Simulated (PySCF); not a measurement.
# Gas-phase XPS of GeBrMe3, computed

Species: GeBrMe3, C3H9BrGe.
Geometry (PBE0-D3(BJ)/def2-SVP, Å), atoms numbered from 1 in this order:
```xyz
14
C3H9BrGe angstrom
Ge     0.0037   -0.0020    0.3759
Br     0.0399    0.0118    2.7167
C      1.8617   -0.0147   -0.2007
H      2.3933    0.8563    0.2078
H      1.9129    0.0211   -1.3000
H      2.3625   -0.9287    0.1483
C     -0.9268    1.6180   -0.1682
H     -1.9582    1.6111    0.2116
H     -0.9534    1.6852   -1.2667
H     -0.4119    2.5043    0.2286
C     -0.9469   -1.6157   -0.1497
H     -1.9772   -1.5936    0.2323
H     -0.4413   -2.5032    0.2549
H     -0.9776   -1.6937   -1.2477
```

Method used: delta-SCF UKS SCAN, pcX-2 on the ionised atom, pcseg-1 elsewhere, spin-free X2C in PySCF 2.14.0. Each binding energy is the total energy of the core-ionised species, with the hole localised on one atom, minus that of the ground state; both are solved self-consistently, so orbital relaxation is included.

Problem. List the computed XPS lines with their assignment.

Solution. 
| atom(s) | environment | level | binding energy (eV) | count |
| --- | --- | --- | --- | --- |
| C3/C7/C11 | carbon bonded to Ge and 3 H | C 1s | 290.29 | 3 |

Problem. Give the binding energy of C 1s of C3/C7/C11 in hartree and in kJ/mol.

Solution. 290.29 eV = 10.6680 Eh = 28009 kJ/mol.

Atoms equivalent by their bonding share one computed value, that of the first of them. No level of bromine or germanium is listed. Geometry: PBE0-D3(BJ)/def2-SVP; no solvent, vibrations or thermal averaging.

On an Arm Neoverse V1 with one thread, no GPU, shared host with 32 logical CPUs at a one-minute load of 22, this took 11 s of wall time and 0.41 GiB of memory at its peak.
